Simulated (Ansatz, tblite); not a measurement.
Forces on the cluster Ca4Se4 at its PBE0-D4/def2-SVP geometry. The state is a singlet with charge 0.

The xTB rows come from tblite. The structure comes from a short search, and lower isomers may exist.

GFN1-xTB (tblite), largest force 0.95 eV/Å:

```xyz
8
positions Å, forces eV/Å
Ca    2.312   -1.979   -1.294   -0.437   -0.080    0.398
Ca   -1.781    1.454   -0.054    0.153   -0.436    0.214
Ca   -0.608   -2.028    0.892   -0.203    0.429   -0.199
Ca    1.562    2.909   -0.064   -0.582   -0.152   -0.045
Se    1.015    0.245   -0.366   -0.024   -0.008    0.013
Se   -0.745    4.025   -0.051    0.289   -0.586    0.051
Se   -2.916   -0.702    1.024    0.878    0.209   -0.307
Se    1.162   -3.923   -0.087   -0.073    0.624   -0.125
```

GFN2-xTB (tblite), largest force 0.37 eV/Å:

```
Ca -0.092 -0.122 0.108
Ca -0.262 0.060 0.131
Ca -0.237 -0.178 0.043
Ca -0.187 0.064 -0.016
Se 0.344 0.082 -0.118
Se 0.119 -0.169 -0.004
Se 0.303 0.071 -0.105
Se 0.012 0.191 -0.039
```

PBE-D4/def2-TZVP (Ansatz), largest force 0.08 eV/Å:

```
Ca 0.048 0.033 -0.043
Ca 0.001 -0.001 -0.042
Ca 0.022 0.013 0.028
Ca 0.063 0.008 0.000
Se -0.048 -0.015 0.018
Se -0.031 0.052 0.011
Se -0.046 -0.014 0.018
Se -0.010 -0.076 0.009
```
